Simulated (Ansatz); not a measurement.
The first iterations of a band of CH5FOSi + H2S (12 atoms, charge 0, multiplicity 1).

Level of theory: Ansatz 0.2.0, RKS PBE0/def2-SVP.

| Item | Value |
| --- | --- |
| movable images | 1 |
| climbing image | yes |
| spring | 5.0 eV/Å² |
| optimiser | quadratic models (default) |
| start path | through a guess of the saddle point |
| force threshold | 0.05 eV/Å |
| iteration limit | 60 |
| end points | relaxed |

Image 0:

```xyz
12
Properties=species:S:1:pos:R:3
Si -0.804 -1.183 0.648
F 0.266 -1.912 -0.348
O -1.592 0.025 -0.124
C -1.105 1.290 -0.508
H -1.818 -2.192 1.022
H 0.002 -0.680 1.795
H 2.089 -0.722 -0.765
S 2.811 0.402 -0.563
H -1.694 2.077 -0.012
H -0.039 1.430 -0.258
H -1.218 1.411 -1.597
H 3.102 0.055 0.708
```

Image 2:

```xyz
12
Properties=species:S:1:pos:R:3
Si 0.237 -0.385 1.178
F 1.133 -1.195 -1.777
O 0.019 0.514 -0.243
C -1.222 1.109 -0.567
H -0.692 -1.551 1.105
H -0.086 0.460 2.362
H 0.740 -0.429 -1.380
S 2.283 -0.919 1.285
H -2.015 0.353 -0.706
H -1.540 1.816 0.218
H -1.104 1.668 -1.506
H 2.245 -1.442 0.032
```

| iteration | highest image above the first end (eV) | largest band force component (eV/Å) |
| --- | --- | --- |
| 1 | 2.040 | 2.991 |
| 2 | 1.909 | 1.784 |
| 3 | 1.865 | 1.102 |
| 4 | 1.769 | 0.590 |
| 5 | 1.752 | 0.301 |

Problem. Does the band converge within its limit, and where does its top end?

Solution. The run converged. It ended after 15 iterations with the highest image 1.687 eV above the first end. Neighbouring images differ by up to 1.7 eV, so the band resolves the path poorly. Another band between the same ends (7 images) ends at a top of the same energy, where a vibrational analysis finds 1 clearly imaginary mode. So few images can step over the top or miss a turn of the path. The orbitals stay closed-shell, which can raise the energy where a bond breaks towards radicals; this wasn't checked here.

Time of the run: 60 s on 2 threads of Intel(R) Xeon(R) Platinum 8259CL CPU @ 2.50GHz (Skylake/Cascade Lake) (shared host), peak memory 0.28 GiB.
